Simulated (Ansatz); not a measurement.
The cluster Li4S2. Charge 0, multiplicity 1. Geometry PBE0-D4/def2-TZVP; atoms count from 1.

```xyz
6

Li    0.971    3.426   -0.273
Li   -0.031    0.103    1.217
Li   -0.972   -3.426    0.263
Li    0.030   -0.104   -1.212
S     0.394   -1.850    0.169
S    -0.392    1.850   -0.165
```

Another isomer (singlet) lies 0.24 eV lower at PBE0-D4/def2-TZVP; other spin states weren't run for this one.

Estimate the Mulliken populations from the PBE0/def2-TZVP orbitals of Ansatz.


```
atom  charge (e)
 Li1        0.63
 Li2        0.63
 Li3        0.63
 Li4        0.63
  S5       -1.25
  S6       -1.25
```
Mulliken values depend strongly on the basis.

And the Mayer bond orders between heavy atoms (over 0.3)?

Li1–S6 0.67 (2.09 Å); Li2–S5 0.33 (2.26 Å); Li2–S6 0.33 (2.26 Å); Li3–S5 0.67 (2.09 Å); Li4–S5 0.33 (2.26 Å); Li4–S6 0.33 (2.26 Å).
